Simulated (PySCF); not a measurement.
PySCF input file for GeHO, SMILES [OH+]=[Ge] (connectivity only; charge and spin as stated), charge +1, multiplicity 1, TDA-PBE/def2-TZVPD. Geometry optimised at PBE0-D3(BJ)/def2-TZVP. The isomer is the one that the SMILES or the coordinates give; other isomers of the formula were not compared.

```python
import numpy as np
from pyscf import gto, scf, dft, tdscf

mol = gto.M(
    atom='''
    O     0.00000000    0.00000000    1.27547238
    Ge    0.00000000    0.00000000   -0.38887319
    H     0.00000000    0.00000000    2.24016321
    ''',
    basis='def2-TZVPD',
    charge=1,
    spin=0,
    symmetry=True,
    symmetry_subgroup='C2v',
    max_memory=1600,
    verbose=4,
)
mf = dft.RKS(mol, xc='pbe').density_fit(auxbasis='def2-universal-jkfit')
mf.grids.level = 3
mf.conv_tol = 1e-9
mf.max_cycle = 100
mf.kernel()
mf.grids = dft.Grids(mol).set(level=1).build(with_non0tab=True)  # coarser grid for the response kernel
td = tdscf.TDA(mf)
td.singlet = True
td.nstates = 10
td.conv_tol = 1e-4
td.positive_eig_threshold = 1e-6
td.kernel(x0=td.get_init_guess(mf, 15))
td.analyze()
tt = tdscf.TDA(mf)
tt.singlet = False
tt.nstates = 4
tt.conv_tol = 1e-4
tt.positive_eig_threshold = 1e-6
tt.kernel(x0=tt.get_init_guess(mf, 9))
tt.analyze(verbose=3)
```

Log of the run:

```
PySCF version 2.14.0

[INPUT] verbose = 4
[INPUT] num. atoms = 3
[INPUT] num. electrons = 40
[INPUT] charge = 1
[INPUT] spin (= nelec alpha-beta = 2S) = 0
[INPUT] symmetry True subgroup C2v
[INPUT] Mole.unit = angstrom
[INPUT] Symbol           X                Y                Z      unit          X                Y                Z       unit  Magmom
[INPUT]  1 O      0.000000000000   0.000000000000   1.275472380000 AA    0.000000000000   0.000000000000   2.410293477647 Bohr   0.0
[INPUT]  2 Ge     0.000000000000   0.000000000000  -0.388873190000 AA    0.000000000000   0.000000000000  -0.734863826286 Bohr   0.0
[INPUT]  3 H      0.000000000000   0.000000000000   2.240163210000 AA    0.000000000000   0.000000000000   4.233294941227 Bohr   0.0

nuclear repulsion = 92.2243602447795
point group symmetry = Coov, use subgroup C2v
symmetry origin: [0.0000000e+00 0.0000000e+00 7.8354498e-09]
symmetry axis x: [1. 0. 0.]
symmetry axis y: [0. 1. 0.]
symmetry axis z: [0. 0. 1.]
num. orbitals of irrep A1 = 47
num. orbitals of irrep A2 = 10
num. orbitals of irrep B1 = 23
num. orbitals of irrep B2 = 23
number of shells = 37
number of NR pGTOs = 172
number of NR cGTOs = 103
basis = def2-TZVPD
ecp = {}


******** <class 'pyscf.df.df_jk.DFSymAdaptedRKS'> ********
method = DFSymAdaptedRKS
initial guess = minao
damping factor = 0
level_shift factor = 0
DIIS = <class 'pyscf.scf.diis.CDIIS'>
diis_start_cycle = 1
diis_space = 8
diis_damp = 0
SCF conv_tol = 1e-09
SCF conv_tol_grad = None
SCF max_cycles = 100
direct_scf = False
XC library pyscf.dft.libxc version 7.1.2
    S. Lehtola, C. Steigemann, M. J. T. Oliveira, and M. A. L. Marques,  SoftwareX 7, 1–5 (2018)
XC functionals = pbe
    J. P. Perdew, K. Burke, and M. Ernzerhof,  Phys. Rev. Lett. 77, 3865 (1996)
    J. P. Perdew, K. Burke, and M. Ernzerhof,  Phys. Rev. Lett. 78, 1396 (1997)
    J. P. Perdew, K. Burke, and M. Ernzerhof,  Phys. Rev. Lett. 77, 3865 (1996)
    J. P. Perdew, K. Burke, and M. Ernzerhof,  Phys. Rev. Lett. 78, 1396 (1997)
radial grids:
    Treutler-Ahlrichs [JCP 102, 346 (1995); DOI:10.1063/1.469408] (M4) radial grids

becke partition: Becke, JCP 88, 2547 (1988); DOI:10.1063/1.454033
pruning grids: <function nwchem_prune>
grids dens level: 3
symmetrized grids: True
atomic radii adjust function: <function treutler_atomic_radii_adjust>
small_rho_cutoff = 0
Freeze 0 electrons in irreps []
    40 free electrons in irreps A1 A2 B1 B2
Set gradient conv threshold to 3.16228e-05
Initial guess from minao.
tot grids = 44536
init E= -2151.95951812071
HOMO (A1) = -0.324359675114664  LUMO (B2) = -0.10689557204554  gap/eV = 5.91750
cycle= 1 E= -2151.99920724259  delta_E= -0.0397  |g|= 1.23  |ddm|= 1.42
HOMO (B1) = -0.46518834461793  LUMO (B1) = -0.284103330490017  gap/eV = 4.92757
cycle= 2 E= -2148.20195212341  delta_E=  3.8  |g|= 3.71  |ddm|= 2.66
HOMO (A1) = -0.570824982085597  LUMO (B2) = -0.340941901897317  gap/eV = 6.25544
cycle= 3 E= -2152.0707529346  delta_E= -3.87  |g|= 0.78  |ddm|= 2.46
HOMO (A1) = -0.572866830194364  LUMO (B2) = -0.34068355119144  gap/eV = 6.31803
cycle= 4 E= -2152.19859618375  delta_E= -0.128  |g|= 0.131  |ddm|= 0.478
HOMO (B2) = -0.564911439848776  LUMO (B2) = -0.358292419580574  gap/eV = 5.62239
cycle= 5 E= -2152.20100811813  delta_E= -0.00241  |g|= 0.0626  |ddm|= 0.21
HOMO (B2) = -0.566593116570605  LUMO (B2) = -0.352531706094529  gap/eV = 5.82491
cycle= 6 E= -2152.2022976094  delta_E= -0.00129  |g|= 0.0152  |ddm|= 0.072
HOMO (B2) = -0.568329311944662  LUMO (B2) = -0.353162778294328  gap/eV = 5.85498
cycle= 7 E= -2152.20233914644  delta_E= -4.15e-05  |g|= 0.00595  |ddm|= 0.00834
HOMO (B2) = -0.568616764749516  LUMO (B1) = -0.353063454094141  gap/eV = 5.86550
cycle= 8 E= -2152.20234627106  delta_E= -7.12e-06  |g|= 0.00149  |ddm|= 0.00281
HOMO (B1) = -0.568706499540832  LUMO (B1) = -0.353003091509221  gap/eV = 5.86959
cycle= 9 E= -2152.20234677016  delta_E= -4.99e-07  |g|= 0.000277  |ddm|= 0.00119
HOMO (B1) = -0.568726812150209  LUMO (B1) = -0.352997702156996  gap/eV = 5.87029
cycle= 10 E= -2152.2023467861  delta_E= -1.59e-08  |g|= 1.25e-05  |ddm|= 0.000156
HOMO (B1) = -0.56872744264765  LUMO (B1) = -0.352999277491564  gap/eV = 5.87026
cycle= 11 E= -2152.20234678614  delta_E= -3.59e-11  |g|= 3.78e-07  |ddm|= 1.29e-05
HOMO (B2) = -0.568727488015134  LUMO (B1) = -0.352999231462719  gap/eV = 5.87026
Extra cycle  E= -2152.20234678614  delta_E= 9.09e-13  |g|= 8.5e-07  |ddm|= 7.17e-07
converged SCF energy = -2152.20234678614
tot grids = 15072
Overwritten attributes  positive_eig_threshold  of <class 'pyscf.tdscf.rks.TDA'>


******** <class 'pyscf.tdscf.rks.TDA'> for <class 'pyscf.df.df_jk.DFSymAdaptedRKS'> ********
nstates = 10 singlet
deg_eia_thresh = 1.000e-03
wfnsym = None
conv_tol = 0.0001
eigh lindep = 1e-12
eigh level_shift = 0
eigh max_cycle = 100


Excitation energies (eV)
[ 5.87026486  6.04652552  6.04653777  7.94059633  7.94059633  8.34832114
  9.26230833  9.26230833 10.95689372 11.46622448]

** Singlet excitation energies and oscillator strengths **
Excited State   1:   A2      5.87026 eV    211.21 nm  f=0.0000
      19 -> 22        0.50000
      20 -> 21       -0.50000
Excited State   2:   A2      6.04653 eV    205.05 nm  f=0.0000
      19 -> 22        0.49991
      20 -> 21        0.49991
Excited State   3:   A1      6.04654 eV    205.05 nm  f=0.0000
      19 -> 21       -0.49991
      20 -> 22        0.49991
Excited State   4:   B1      7.94060 eV    156.14 nm  f=0.2281
      17 -> 21       -0.12239
      18 -> 21        0.68235
Excited State   5:   B2      7.94060 eV    156.14 nm  f=0.2281
      17 -> 22       -0.12239
      18 -> 22        0.68235
Excited State   6:   A1      8.34832 eV    148.51 nm  f=0.0990
      18 -> 23       -0.29523
      19 -> 21       -0.43354
      20 -> 22       -0.43354
Excited State   7:   B1      9.26231 eV    133.86 nm  f=0.0661
      19 -> 23        0.69834
Excited State   8:   B2      9.26231 eV    133.86 nm  f=0.0661
      20 -> 23       -0.69834
Excited State   9:   A1     10.95689 eV    113.16 nm  f=1.0699
      18 -> 23        0.58741
      18 -> 24        0.15349
      18 -> 25       -0.19728
      18 -> 32        0.14019
      19 -> 21       -0.15735
      20 -> 22       -0.15735
Excited State  10:   B2     11.46622 eV    108.13 nm  f=0.0356
      20 -> 24        0.70571

** Transition electric dipole moments (AU) **
state          X           Y           Z        Dip. S.      Osc.
  1         0.0000      0.0000     -0.0000      0.0000      0.0000
  2        -0.0000     -0.0000      0.0000      0.0000      0.0000
  3         0.0000     -0.0000     -0.0000      0.0000      0.0000
  4         1.0827     -0.0000      0.0000      1.1723      0.2281
  5        -0.0000      1.0827     -0.0000      1.1723      0.2281
  6         0.0000      0.0000      0.6959      0.4842      0.0990
  7         0.5396     -0.0000      0.0000      0.2911      0.0661
  8        -0.0000     -0.5396      0.0000      0.2911      0.0661
  9         0.0000     -0.0000      1.9964      3.9855      1.0699
 10        -0.0000      0.3562     -0.0000      0.1269      0.0356

** Transition velocity dipole moments (imaginary part, AU) **
state          X           Y           Z        Dip. S.      Osc.
  1         0.0000      0.0000     -0.0000      0.0000      0.0000
  2        -0.0000     -0.0000      0.0000      0.0000      0.0000
  3         0.0000      0.0000     -0.0000      0.0000      0.0000
  4         0.0988     -0.0000      0.0000      0.0098      0.0223
  5        -0.0000      0.0988      0.0000      0.0098      0.0223
  6         0.0000      0.0000     -0.0012      0.0000      0.0000
  7         0.1591     -0.0000      0.0000      0.0253      0.0496
  8        -0.0000     -0.1591      0.0000      0.0253      0.0496
  9         0.0000     -0.0000      0.5375      0.2889      0.4784
 10        -0.0000      0.1402     -0.0000      0.0196      0.0311

** Transition magnetic dipole moments (imaginary part, AU) **
state          X           Y           Z
  1         0.0000     -0.0000      0.0000
  2        -0.0000      0.0000      0.0000
  3         0.0000     -0.0000      0.0000
  4         0.0000      1.3092     -0.0000
  5        -1.3092      0.0000      0.0000
  6         0.0000     -0.0000     -0.0000
  7        -0.0000     -0.0178      0.0000
  8        -0.0178     -0.0000     -0.0000
  9        -0.0000     -0.0000      0.0000
 10         0.2795      0.0000     -0.0000


******** <class 'pyscf.tdscf.rks.TDA'> for <class 'pyscf.df.df_jk.DFSymAdaptedRKS'> ********
nstates = 4 triplet
deg_eia_thresh = 1.000e-03
wfnsym = None
conv_tol = 0.0001
eigh lindep = 1e-12
eigh level_shift = 0
eigh max_cycle = 100


Excitation energies (eV)
[5.21902475 5.45576621 5.45576621 5.45963675]

** Triplet excitation energies and oscillator strengths **
Excited State   1:   A1      5.21902 eV    237.56 nm  f=0.0000
Excited State   2:   B1      5.45577 eV    227.25 nm  f=0.0000
Excited State   3:   B2      5.45577 eV    227.25 nm  f=0.0000
Excited State   4:   A2      5.45964 eV    227.09 nm  f=0.0000
```

Self-consistency was reached.

Cost: very roughly 17 core-seconds.
